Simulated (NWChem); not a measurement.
C$_{3}$H$_{7}$NSi; SMILES C#C[SiH2]NC

```xyz
12

C     -0.8085    -2.5921    -0.0870
C     -0.0916    -1.5968     0.0069
Si     0.9199    -0.0489     0.1254
N      0.1191     1.3905    -0.4361
C     -1.0523     1.9554     0.2150
H     -1.4336    -3.4718    -0.1684
H      2.1470    -0.2318    -0.7193
H      1.2627     0.1375     1.5763
H      0.1390     1.5494    -1.4472
H     -2.0163     1.4638    -0.0600
H     -1.1506     3.0392    -0.0100
H     -0.9467     1.8650     1.3164
```
Atoms are numbered in this order, from 1.

Coordinates come from a PBE-D3(BJ)/def2-SVP optimisation. No frequency run checked for a minimum.

**Question.** List the 6 lowest vertical singlet excitations from PBE0/6-31G* (spherical d), full TDDFT (NWChem).

**Answer.** 
```json
[
 {"state": "S1", "energy (eV)": "5.58", "oscillator strength": "0.036", "leading excitation (squared amplitude)": "HOMO → LUMO (0.96)"},
 {"state": "S2", "energy (eV)": "5.83", "oscillator strength": "0.001", "leading excitation (squared amplitude)": "HOMO−1 → LUMO (0.74)"},
 {"state": "S3", "energy (eV)": "6.04", "oscillator strength": "0.002", "leading excitation (squared amplitude)": "HOMO → LUMO+1 (0.70)"},
 {"state": "S4", "energy (eV)": "6.27", "oscillator strength": "0.000", "leading excitation (squared amplitude)": "HOMO−2 → LUMO (0.56)"},
 {"state": "S5", "energy (eV)": "6.53", "oscillator strength": "0.002", "leading excitation (squared amplitude)": "HOMO−2 → LUMO+1 (0.77)"},
 {"state": "S6", "energy (eV)": "7.66", "oscillator strength": "0.006", "leading excitation (squared amplitude)": "HOMO → LUMO+2 (0.63)"}
]
```
